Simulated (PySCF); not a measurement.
TaO₂I: from structure and modes to constants

All numbers come from PBE0/[Ta def2-TZVP with ECP60, O def2-TZVP, I def2-TZVP with ECP28], scalar-relativistic core potentials, density fitting, no spin–orbit coupling, PySCF.

The singlet minimum has Cs symmetry. Masses (u): Ta 180.94800, O 15.99492, I 126.90447.

```xyz
4
charge 0 multiplicity 1, angstrom
Ta   -0.8390    0.0000   -0.4323
O    -1.7170    1.3795    0.1099
O    -1.7170   -1.3795    0.1099
I     1.6315    0.0000    0.5913
```

Harmonic wavenumbers (cm⁻¹): 127.7 (a', ×1), 144.6 (a'', ×1), 206.9 (a', ×1), 346.5 (a', ×1), 956.4 (a'', ×1), 1016.4 (a', ×1).

Problem. Find the principal moments of inertia and the rotational constants. What kind of rotor is it?

Solution. About the centre of mass I = 78.33, 638.04, 681.47 u Å². With B = 16.8576/I this gives 0.2152, 0.02642, 0.02474 cm⁻¹. The molecule is an asymmetric top with κ = -0.98.

Problem. What is the harmonic zero-point energy?

Solution. Half the sum of all 6 wavenumbers, 2798/2 = 1399 cm⁻¹, which is 16.7 kJ/mol (1 cm⁻¹ = 0.0119627 kJ/mol).

Problem. Find the vibrational entropy and heat capacity at 298.15 K.

Solution. With u = 1.43878 ω/T, each mode gives S = R[u/(eᵘ−1) − ln(1−e⁻ᵘ)] and C = R u² eᵘ/(eᵘ−1)².
```csv
ω (cm⁻¹),u,S (J/(mol K)),C (J/(mol K))
127.7,0.616,12.47,8.06
144.6,0.698,11.47,7.99
206.9,0.998,8.67,7.66
346.5,1.672,4.95,6.62
956.4,4.615,0.47,1.79
1016.4,4.905,0.37,1.50
```
The sums over all modes are S = 38.4 and C = 33.6 J/(mol K); the softest mode gives 32 % of the entropy.

Problem. Give the standard entropy (298.15 K, 1 bar) by its translational, rotational, vibrational and spin parts, and Cp.

Solution. Sackur–Tetrode with M = 339.84 u gives 181.5; rotation with symmetry number 1 gives 120.6; vibration 38.4; spin R ln 1 = 0.0. The total is 340.6 J/(mol K), and Cp = 4 R + 33.6 = 66.9 J/(mol K).

Only a few start shapes were tried, so a lower isomer may exist. No spin–orbit coupling is included, which matters more the heavier the element.
